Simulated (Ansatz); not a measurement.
A nudged elastic band was laid between two geometries of AlClH4N2 + H4Si (13 atoms, charge 0, multiplicity 1).

Method: RKS PBE0/cc-pVDZ in Ansatz 0.2.0.

```yaml
movable_images: 5
climbing_image: yes
spring: 5.0 eV/Å²
optimiser: quadratic models (default)
start_path: through a guess of the saddle point
force_threshold: 0.05 eV/Å
iteration_limit: 60
end_points: relaxed
```

Image 0:

```xyz
13
Properties=species:S:1:pos:R:3
Al 0.115 -0.308 -0.049
Cl -0.218 -1.281 1.820
N 1.681 -0.545 -0.858
H 2.480 -0.981 -0.411
H 1.944 -0.170 -1.761
N -1.275 0.546 -0.786
H -2.220 0.449 -0.429
H -1.299 0.903 -1.735
Si -0.147 2.833 1.154
H 0.512 3.779 2.115
H -0.245 3.488 -0.186
H -1.484 2.439 1.688
H 0.760 1.628 1.063
```

Image 6:

```xyz
13
Properties=species:S:1:pos:R:3
Al 0.009 0.704 -0.587
Cl 0.125 -0.411 2.856
N 1.552 -0.007 -1.147
H 1.656 -0.899 -1.619
H 2.466 0.357 -0.901
N -1.557 -0.006 -1.081
H -1.686 -0.882 -1.576
H -2.455 0.345 -0.765
Si 0.024 2.812 0.672
H 0.575 2.624 2.071
H 0.883 3.882 0.059
H -1.349 3.393 0.863
H 0.361 0.865 2.780
```

(1) Which bonds break or form, and what moves?

(2) What energy profile does the band end with?

(3) What is the geometry of the highest image?

## Answers

(1) Bonds broken: Al1–Cl2, Si9–H13. Bonds formed: Al1–Si9, Cl2–H13. AlClH4N2 + H4Si becomes AlH7N2Si + ClH.

(2) The run converged. The highest image is number 4 of 0 to 6, 42.2 kcal/mol above the first end and 8.5 kcal/mol above the last; the last end lies 33.7 kcal/mol above the first. Neighbouring images differ by up to 1.3 eV, so the band resolves the path poorly. A vibrational analysis at the climbing image gives one clearly imaginary mode, 98i cm⁻¹: a first-order saddle point. The orbitals stay closed-shell, which can raise the energy where a bond breaks towards radicals; this wasn't checked here.

```
image  path coordinate (Å)  energy (kcal/mol)  Al1–Cl2 (Å)  Si9–H13 (Å)  Al1–Si9 (Å)
    0                 0.00                0.0         2.13         1.51         3.37
    1                 0.96                0.5         2.13         1.51         3.46
    2                 1.92                2.2         2.14         1.50         3.55
    3                 2.87               31.4         2.15         1.48         3.18
    4                 3.83               42.2         2.19         1.83         2.61
    5                 6.26               34.4         3.17         2.70         2.46
    6                 8.69               33.7         3.62         2.89         2.46
```

(3) 
```xyz
13
Properties=species:S:1:pos:R:3:forces:R:3
Al 0.033 0.044 -0.155 0.01 0.01 0.02
Cl 0.054 -0.833 1.853 0.00 -0.01 0.01
N 1.559 -0.260 -1.056 0.01 0.02 -0.02
H 2.411 -0.583 -0.610 -0.01 0.00 0.00
H 1.775 0.139 -1.963 0.00 -0.01 0.01
N -1.512 0.216 -1.099 -0.01 0.01 -0.01
H -2.403 0.244 -0.610 0.00 -0.01 0.00
H -1.642 -0.329 -1.949 -0.01 -0.01 0.00
Si -0.168 2.499 0.702 0.01 0.00 0.02
H 0.570 2.803 2.424 0.00 0.00 -0.01
H 0.633 3.758 0.447 -0.01 0.00 0.00
H -1.388 3.059 1.398 0.00 0.00 0.00
H 0.684 2.021 2.244 -0.01 -0.01 0.00
```

The run took 8.6 min on 4 threads of Arm Neoverse V2 (shared host), peak memory 0.34 GiB.
